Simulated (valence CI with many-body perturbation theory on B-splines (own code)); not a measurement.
## Pr XXVII: calculated level list

Calculated by configuration interaction combined with many-body perturbation theory (CI+MBPT): five valence electrons over a frozen Dirac-Fock core [Ar] 3d10, a basis of 11 s, 11 p, 10 d, 8 f, 5 g, 2 h functions for each j, with the one-electron correlation potential Σ1, the two-electron term Σ2, the three-electron term Σ3, Breit, model QED; selected CI, second order for the rest, scaled by the run's own slope (own B-spline code, finite nucleus).

The last digits are not significant, and no measured levels were compared; by estimate large intervals hold to a few tenths of a per cent, small ones and those within an open d or f shell to about a per cent. Among the levels kept, up to 2000 cm⁻¹ of a level comes from second order outside the variational space, and about a tenth of that is noise between levels of different J, which matters for small intervals.

Levels 46 to 90 of 166, with energies above the lowest level, (4s^2 4p1/2^2 4p3/2) J=3/2. "Leading %" is the weight of the configuration and term that name the level; weights of strongly mixed levels are sums over their largest components and can fall short. In the jj column 3d3/2^4 stands for four electrons in 3d with j = 3/2. Lifetimes count E1, E2, E3, M1 and M2 decay at the calculated energies, and are blank where another channel may lead or the interval is too uncertain; long ones can be off by a factor of two.

```tsv
No.	Configuration	Term	J	E (cm⁻¹)	Leading %	Lifetime	Leading jj	Second component
46	4s.4p3.4d	6D°	3/2	1492700	34	17.9 ps	4s 4p1/2^2 4p3/2 4d3/2 (45 %)	29 % 4p5 2P°
47	4s.4p3.4d	6D°	9/2	1521300	57	181 ps	4s 4p1/2^2 4p3/2 4d5/2 (84 %)	32 % 4s.4p3.4d 4F°
48	4s.4p3.4d	4F°	3/2	1541000	38	25.4 ps	4s 4p1/2^2 4p3/2 4d3/2 (46 %)	9 % 4s.4p3.4d 4P°
49	4s.4p3.4d	4D°	5/2	1565700	35	18.8 ps	4s 4p1/2^2 4p3/2 4d5/2 (74 %)	20 % 4s.4p3.4d 6D°
50	4s.4p3.4d	4G°	5/2	1587400	40	19.7 ps	4s 4p1/2^2 4p3/2 4d3/2 (78 %)	15 % 4s.4p3.4d 2F°
51	4s.4p3.4d	4D°	1/2	1607100	55	10.1 ps	4s 4p1/2^2 4p3/2 4d3/2 (79 %)	13 % 4s.4p3.4d 2P°
52	4s.4p3.4d	4D°	7/2	1610400	23	11.3 ps	4s 4p1/2^2 4p3/2 4d5/2 (44 %)	19 % 4s.4p3.4d 2F°
53	4s.4p3.4d	4D°	7/2	1638500	23	22.2 ps	4s 4p1/2^2 4p3/2 4d5/2 (77 %)	18 % 4s.4p3.4d 4G°
54	4s.4p3.4d	4D°	1/2	1650700	69	18.8 ps	4s 4p1/2^2 4p3/2 4d5/2 (49 %)	12 % 4s.4p3.4d 2P°
55	4s.4p3.4d	4D°	3/2	1651700	50	22.5 ps	4s 4p1/2 4p3/2^2 4d3/2 (64 %)	18 % 4s.4p3.4d 4F°
56	4s.4p3.4d	4F°	5/2	1662500	57	18.6 ps	4s 4p1/2 4p3/2^2 4d3/2 (62 %)	18 % 4s.4p3.4d 4D°
57	4s.4p3.4d	6D°	1/2	1671400	21	21.1 ps	4s 4p1/2 4p3/2^2 4d3/2 (50 %)	19 % 4s.4p3.4d 2S°
58	4s.4p3.4d	4D°	3/2	1679300	41	7.23 ps	4s 4p1/2^2 4p3/2 4d5/2 (75 %)	16 % 4s.4p3.4d 4P°
59	4s.4p3.4d	4F°	7/2	1684700	57	34.1 ps	4s 4p1/2 4p3/2^2 4d3/2 (54 %)	18 % 4s.4p3.4d 6D°
60	4s.4p3.4d	4D°	5/2	1685900	24	6.18 ps	4s 4p1/2^2 4p3/2 4d5/2 (42 %)	23 % 4s.4p3.4d 2F°
61	4p5	2P°	1/2	1689000	43	14.2 ps	4p1/2 4p3/2^4 (43 %)	27 % 4s.4p3.4d 2P°
62	4s.4p3.4d	2D°	3/2	1696600	19	5.35 ps	4s 4p1/2^2 4p3/2 4d3/2 (30 %)	15 % 4s.4p3.4d 6D°
63	4s.4p3.4d	4G°	9/2	1710700	63	67.0 ps	4s 4p1/2 4p3/2^2 4d5/2 (61 %)	23 % 4s.4p3.4d 6D°
64	4s.4p3.4d	4D°	7/2	1713400	54	41.6 ps	4s 4p1/2 4p3/2^2 4d5/2 (58 %)	19 % 4s.4p3.4d 2G°
65	4s.4p3.4d	4F°	9/2	1727300	70	70.8 ps	4s 4p1/2 4p3/2^2 4d5/2 (54 %)	15 % 4s.4p3.4d 2G°
66	4s.4p3.4d	4D°	1/2	1763200	50	5.63 ps	4s 4p1/2 4p3/2^2 4d3/2 (36 %)	16 % 4s.4p3.4d 2P°
67	4s.4p3.4d	4G°	11/2	1763300	95	59.0 ps	4s 4p1/2 4p3/2^2 4d5/2 (95 %)	
68	4s.4p3.4d	2G°	9/2	1764000	57	71.1 ps	4s 4p1/2 4p3/2^2 4d5/2 (60 %)	23 % 4s.4p3.4d 4F°
69	4s.4p3.4d	4G°	5/2	1772000	15	23.4 ps	4s 4p1/2 4p3/2^2 4d3/2 (48 %)	12 % 4s2.4p.4d2 4G°
70	4s.4p3.4d	4F°	3/2	1772700	45	7.21 ps	4s 4p1/2 4p3/2^2 4d3/2 (73 %)	23 % 4s.4p3.4d 2D°
71	4s.4p3.4d	4P°	5/2	1776900	47	2.70 ps	4s 4p1/2 4p3/2^2 4d3/2 (53 %)	10 % 4s.4p3.4d 4D°
72	4s.4p3.4d	2G°	7/2	1779900	31	4.93 ps	4s 4p1/2 4p3/2^2 4d3/2 (57 %)	21 % 4s.4p3.4d 4G°
73	4s.4p3.4d	4S°	3/2	1788700	24	3.29 ps	4s 4p1/2 4p3/2^2 4d3/2 (67 %)	21 % 4s.4p3.4d 4F°
74	4s.4p3.4d	2S°	1/2	1801100	43	8.25 ps	4s 4p1/2 4p3/2^2 4d5/2 (81 %)	36 % 4s.4p3.4d 4P°
75	4s.4p3.4d	2D°	3/2	1803200	25	4.54 ps	4s 4p1/2 4p3/2^2 4d3/2 (72 %)	19 % 4s.4p3.4d 4F°
76	4s.4p3.4d	4F°	5/2	1806000	31	7.38 ps	4s 4p1/2 4p3/2^2 4d3/2 (56 %)	12 % 4s.4p3.4d 4P°
77	4s.4p3.4d	4D°	7/2	1814800	33	2.71 ps	4s 4p1/2 4p3/2^2 4d3/2 (68 %)	24 % 4s.4p3.4d 2G°
78	4s.4p3.4d	4D°	5/2	1818100	53	7.60 ps	4s 4p1/2 4p3/2^2 4d5/2 (65 %)	13 % 4s.4p3.4d 2D°
79	4s.4p3.4d	4P°	3/2	1825900	38	4.04 ps	4s 4p1/2 4p3/2^2 4d5/2 (56 %)	24 % 4s.4p3.4d 4D°
80	4s.4p3.4d	4D°	7/2	1831000	19	17.9 ps	4s 4p1/2 4p3/2^2 4d5/2 (58 %)	16 % 4s.4p3.4d 2G°
81	4s.4p3.4d	4P°	5/2	1835700	31	7.02 ps	4s 4p1/2 4p3/2^2 4d5/2 (54 %)	9 % 4s2.4p2.4f 4G°
82	4s.4p3.4d	2F°	7/2	1843900	53	10.6 ps	4s 4p1/2 4p3/2^2 4d5/2 (67 %)	8 % 4s.4p3.4d 4F°
83	4s.4p3.4d	2G°	9/2	1844000	52	21.7 ps	4s 4p1/2 4p3/2^2 4d5/2 (66 %)	12 % 4s2.4p.4d2 2G°
84	4s.4p3.4d	4D°	5/2	1846200	19	3.70 ps	4s 4p1/2 4p3/2^2 4d5/2 (34 %)	17 % 4s.4p3.4d 2F°
85	4s.4p3.4d	4S°	3/2	1848600	33	3.24 ps	4s 4p1/2 4p3/2^2 4d5/2 (68 %)	26 % 4s.4p3.4d 2P°
86	4s.4p3.4d	2P°	1/2	1855000	46	1.87 ps	4s 4p1/2 4p3/2^2 4d3/2 (70 %)	17 % 4s.4p3.4d 4P°
87	4s.4p3.4d	2D°	5/2	1856100	29	6.07 ps	4s 4p1/2 4p3/2^2 4d5/2 (58 %)	10 % 4s.4p3.4d 4D°
88	4s.4p3.4d	4F°	7/2	1857100	12	11.2 ps	4s^2 4p1/2^2 4f7/2 (38 %)	12 % 4s.4p3.4d 4D°
89	4s.4p3.4d	2P°	3/2	1873300	19	2.72 ps	4s 4p1/2 4p3/2^2 4d5/2 (49 %)	16 % 4s.4p3.4d 2D°
90	4s.4p3.4d	2F°	7/2	1879800	39	5.35 ps	4s 4p1/2 4p3/2^2 4d5/2 (44 %)	11 % 4s.4p3.4d 2G°
```

Where two levels of one J and parity lie close, their mixing, g and order are uncertain.
